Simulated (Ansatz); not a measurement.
Relaxation of BClH3OSi (7 atoms, charge 1, multiplicity 1), to a largest force component of 0.02 eV/Å in at most 40 steps.

The calculation used Ansatz 0.2.0, RKS B3LYP/6-31G.

```xyz
7
Properties=species:S:1:pos:R:3
O -0.116 -1.478 -0.255
B -0.446 -0.275 -0.652
Si 0.362 1.079 0.594
Cl 1.499 0.457 2.053
H -0.389 -2.285 -0.701
H -1.110 -0.033 -1.591
H 0.200 2.535 0.552
```

Q: Where does it end, and by what steps?

A: The forces met the threshold. Limits of this set-up: no polarisation functions. After 7 steps the energy has fallen by 0.383 eV; Cl4 moved furthest, 0.16 Å.

| step | energy less start (eV) | largest force component (eV/Å) | accepted |
| --- | --- | --- | --- |
| 0 | 0.0000 | 2.823 | yes |
| 1 | -0.3630 | 0.382 | yes |
| 2 | -0.3798 | 0.253 | yes |
| 3 | -0.3821 | 0.084 | yes |
| 4 | -0.3829 | 0.087 | yes |
| 5 | -0.3831 | 0.047 | yes |
| 6 | -0.3832 | 0.044 | yes |
| 7 | -0.3833 | 0.006 | yes |

```xyz
7
Properties=species:S:1:pos:R:3
O -0.139 -1.561 -0.296
B -0.475 -0.337 -0.697
Si 0.341 1.128 0.574
Cl 1.581 0.517 2.171
H -0.400 -2.399 -0.725
H -1.129 0.031 -1.611
H 0.221 2.621 0.584
```

Whether the end is a true minimum wasn't checked by a vibrational analysis.

Run time: 16 s on 1 thread of Arm Neoverse V2, on a shared host, peak memory 0.13 GiB.
